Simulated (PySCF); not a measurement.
HfH4, SMILES [HfH4], multiplicity 1.

Coordinates come from a B3LYP-D3(BJ)/def2-TZVPD optimisation. The multiplicity is an assumed one; other spin states were not compared. The def2 effective core potentials stand for the cores of Hf; spin–orbit coupling is left out.

These are B3LYP/def2-TZVPD (PySCF) values and carry that method's errors.

The molecule is in vacuum.

```
Quantity                                                                                                       Result
---------------------------------------------------------------------------------------------  ----------------------
total energy                                                                                        -50.35837 hartree
point group                                                                                                        Td
highest occupied level                                                                                       -8.26 eV
lowest empty level                                                                                           -2.34 eV
orbital gap                                                                                                   5.92 eV
dipole moment                                                                                               0.000 e·Å
quadrupole, principal values (traceless, Buckingham form, about the centre of nuclear charge)    0.00, 0.00, 0.00 D·Å
mean static polarisability                                                                       50.6 bohr³ (7.50 Å³)
polarisability, principal values                                                               50.6, 50.6, 50.6 bohr³
```
